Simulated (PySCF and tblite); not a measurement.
Results of a calculation; reference values are marked as such.
Stationary points of C6H7NSe at GFN2-xTB, in Å:

Structure A

```
 1 C     2.471    0.040   -0.544
 2 C     2.759   -0.038    0.781
 3 Se    1.235   -0.391    1.779
 4 C     0.378   -0.372    0.052
 5 C    -1.067   -0.608   -0.090
 6 C    -2.036    0.298    0.613
 7 C    -1.890    0.372   -0.875
 8 N     1.183   -0.142   -0.911
 9 H     3.194    0.238   -1.318
10 H     3.725    0.080    1.236
11 H    -1.331   -1.658   -0.164
12 H    -2.933   -0.134    1.027
13 H    -1.626    1.105    1.205
14 H    -1.377    1.222   -1.297
15 H    -2.686   -0.013   -1.493
```

Structure B

```
 1 C     2.312    0.602   -0.076
 2 C     2.845   -0.468    0.569
 3 Se    1.517   -1.649    1.112
 4 C     0.352   -0.362    0.290
 5 C    -1.094   -0.553    0.268
 6 C    -1.988    0.660    0.367
 7 C    -1.872   -0.061   -0.929
 8 N     0.969    0.640   -0.216
 9 H     2.885    1.418   -0.483
10 H     3.885   -0.651    0.762
11 H    -1.430   -1.466    0.746
12 H    -2.898    0.566    0.940
13 H    -1.497    1.616    0.457
14 H    -1.302    0.408   -1.716
15 H    -2.700   -0.663   -1.270
```

Structure C

```
 1 C     2.570   -0.627   -0.230
 2 C     2.701    0.451    0.585
 3 Se    1.048    1.175    1.010
 4 C     0.390   -0.252   -0.103
 5 C    -1.032   -0.458   -0.358
 6 C    -2.039   -0.161    0.723
 7 C    -1.955    0.729   -0.468
 8 N     1.317   -0.988   -0.588
 9 H     3.391   -1.211   -0.608
10 H     3.616    0.867    0.961
11 H    -1.215   -1.306   -1.005
12 H    -2.885   -0.823    0.822
13 H    -1.656    0.210    1.665
14 H    -1.514    1.709   -0.341
15 H    -2.741    0.692   -1.205
```

Geometries: GFN2-xTB; energies: PBE0/pcSseg-1 + D3(BJ); zero-point and thermal terms from GFN2-xTB harmonic modes (soft modes blended into free rotors).

Problem. Which structure is a saddle point, and along which motion?

Solution. A: one imaginary mode (49i cm⁻¹ at GFN2-xTB, mostly on C6, C7, Se3), along the rotation about the C4–C5 bond (torsion Se3–C4–C5–C6 from -35° to 146°, rising).

Problem. Give their symmetry and energies above the lowest.

Solution. A C1, 2.7 kcal/mol; B Cs, 0.0 kcal/mol; C Cs, 1.1 kcal/mol.

The barrier is low, and the GFN2-xTB saddle may lie off the DFT one, so take it as rough. Spin–orbit effects of heavy atoms on shieldings are missing.
